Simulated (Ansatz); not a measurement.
System: ZnH (charge +1, singlet). SMILES: [ZnH+]
Structure (B3LYP-D3(BJ)/def2-TZVP (Ansatz, a first-principles code) minimum search):
```xyz
2

Zn     0.0000     0.0000    -0.0496
H      0.0000     0.0000     1.4885
```
Charge +1, spin multiplicity 1.

Property: vertical ionisation energy (to the doublet state of charge +2; each state is the SCF solution reached for its spin), in eV. Cores are frozen in the correlated levels unless marked. Open shells are spin-unrestricted. No spin-orbit coupling. Frozen are the shells of the preceding noble gas and the d and f shells that filled before the atom's block. Non-relativistic. CBS(X,Y): correlation extrapolated as X^-3; Hartree-Fock from the larger set.

| level | program | vertical ionisation energy (eV) |
|---|---|---|
| SVWN5/def2-TZVPD | Ansatz | 20.16 |
| PBE/def2-TZVPD | Ansatz | 19.82 |
| r2SCAN/def2-TZVPD | Ansatz | … |
| B3LYP/def2-TZVPD | Ansatz | … |
| PBE0/def2-TZVPD | Ansatz | 19.46 |
| BHLYP/def2-TZVPD | Ansatz | 19.29 |
| CAM-B3LYP/def2-TZVPD | Ansatz | … |
| wB97M-V/def2-TZVPD | Ansatz | … |
| wB97X-V/def2-TZVPD | Ansatz | 19.44 |
| CCSD/def2-SVPD | Ansatz | 18.69 |
| CCSD/def2-TZVPPD | Ansatz | 19.08 |
| CCSD/def2-QZVPPD | Ansatz | 19.20 |
| CCSD(T)/CBS(def2-TZVPPD,def2-QZVPPD) | Ansatz | 19.42 |

Q: Some entries are withheld; supply them.

A: 
- r2SCAN/def2-TZVPD, vertical ionisation energy (eV): 19.57
- B3LYP/def2-TZVPD, vertical ionisation energy (eV): 19.83
- CAM-B3LYP/def2-TZVPD, vertical ionisation energy (eV): 19.72
- wB97M-V/def2-TZVPD, vertical ionisation energy (eV): 19.56
